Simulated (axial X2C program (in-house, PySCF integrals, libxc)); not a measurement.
# Bond lengths and stretching modes, held linear, of GeNC⁺

Computed with an in-house all-electron X2C program for linear molecules (integrals from PySCF): two-component X2C with atomic mean-field Coulomb and Gaunt terms, Gaussian nuclei, basis Ge dyall-v3z, N dyall-av3z, C dyall-v3z with contracted cores. Spin-free rows use the one-electron spin-free X2C Hamiltonian.

Masses Ge 73.921, N 14.003, C 12.000 u. States: 2c Ω = 0 (all partner blocks equally filled); spin-free M_S = 0, Λ = 0 (closed shell).

PBE0, spin-free: energies above the lowest point

```json
{"r(Ge–N) (Å)": "1.7355", "r(N–C) (Å)": "1.1700", "E (meV)": "70.58"}
{"r(Ge–N) (Å)": "1.7355", "r(N–C) (Å)": "1.2000", "E (meV)": "27.32"}
{"r(Ge–N) (Å)": "1.7355", "r(N–C) (Å)": "1.2300", "E (meV)": "65.72"}
{"r(Ge–N) (Å)": "1.7800", "r(N–C) (Å)": "1.1700", "E (meV)": "40.44"}
{"r(Ge–N) (Å)": "1.7800", "r(N–C) (Å)": "1.2000", "E (meV)": "0.00"}
{"r(Ge–N) (Å)": "1.7800", "r(N–C) (Å)": "1.2300", "E (meV)": "41.12"}
{"r(Ge–N) (Å)": "1.7800", "r(N–C) (Å)": "1.2600", "E (meV)": "149.09"}
{"r(Ge–N) (Å)": "1.8245", "r(N–C) (Å)": "1.1700", "E (meV)": "64.00"}
{"r(Ge–N) (Å)": "1.8245", "r(N–C) (Å)": "1.2000", "E (meV)": "26.18"}
{"r(Ge–N) (Å)": "1.8245", "r(N–C) (Å)": "1.2300", "E (meV)": "69.82"}
{"r(Ge–N) (Å)": "1.8690", "r(N–C) (Å)": "1.2000", "E (meV)": "95.19"}
{"r(Ge–N) (Å)": "1.8690", "r(N–C) (Å)": "1.2600", "E (meV)": "253.81"}
```

Problem. Fit a quadratic surface with cubic terms in each bond: where is the minimum, and what are the two stretching wavenumbers?

Solution. At PBE0, spin-free: bonds 1.779 and 1.199 Å; harmonic stretches 603.6 and 2004.7 cm⁻¹; force constants 4.34, 14.6 and coupling 0.30 mdyn/Å.

The other levels and Hamiltonians give:

```
Hamiltonian  level  r(Ge–N) (Å)  r(N–C) (Å)  lower stretch (cm⁻¹)  upper stretch (cm⁻¹)
         2c   PBE0        1.779       1.199                 603.2                2004.9
         2c     HF        1.759       1.179                 642.6                2133.0
         2c  B3LYP        1.790       1.200                 590.3                1984.9
         2c    MP2        1.781       1.209                 598.0                1961.3
  spin-free     HF        1.759       1.179                 642.9                2132.8
  spin-free  B3LYP        1.790       1.200                 590.7                1984.8
  spin-free    MP2        1.781       1.209                 598.3                1961.0
```

Each state is one determinant, the lowest of a limited PBE0 search; the stretches come from a fit to these few points and carry an uncertainty of a few per cent. Other orders of the atoms were not compared. MP2 freezes inner shells (threshold -2 hartree). The molecule was held linear; bending was not examined, so a bent shape may lie lower.
